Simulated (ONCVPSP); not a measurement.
An all-electron radial function and its pseudo partner (Dy (Z = 66))

Columns: radius, all-electron u(r) and pseudo u(r) of the 5p shell (level -28.62 eV) of dysprosium in the configuration [Kr] 4d10 4f9 5s2 5p6 5d1 6s2; LDA (Perdew-Wang 92), scalar-relativistic, ONCV scheme, ONCVPSP 4.0.1.

```tsv
r (bohr)	all-electron	pseudo
0.125	0.2127	0.0204
0.250	0.0818	0.0738
0.375	-0.4111	0.1517
0.500	-0.4357	0.2573
0.625	-0.1398	0.3859
0.750	0.2290	0.5154
0.875	0.5420	0.6331
1.000	0.7597	0.7469
1.125	0.8851	0.8539
1.250	0.9362	0.9232
1.375	0.9336	0.9323
1.500	0.8952	0.8951
1.625	0.8350	0.8349
1.750	0.7632	0.7631
1.875	0.6870	0.6870
2.000	0.6112	0.6112
2.125	0.5388	0.5387
2.250	0.4715	0.4714
2.375	0.4101	0.4101
2.500	0.3550	0.3550
2.625	0.3061	0.3061
2.750	0.2631	0.2631
2.875	0.2255	0.2254
3.000	0.1928	0.1928
3.125	0.1645	0.1645
3.250	0.1401	0.1401
```

Q: How many radial nodes do the two functions have?

A: The all-electron 5p function has n − l − 1 = 3 (the table is too coarse to show those close to the nucleus); the pseudo-wave has 0, since the states of the same l below it are removed with the core.

Q: At about which radius was the pseudo-wave matched?

A: 1.50 bohr, where the columns begin to agree (steps of 0.12 bohr).

Q: Where does each function peak?

A: Outermost all-electron maximum near 1.25 bohr, pseudo maximum near 1.38 bohr (to the table’s step).

Q: Is the pseudo-wave norm-conserving?

A: Yes: the ONCV scheme keeps the norm inside the radius equal to the all-electron one, which fixes the energy derivative of the logarithmic derivative at the level.
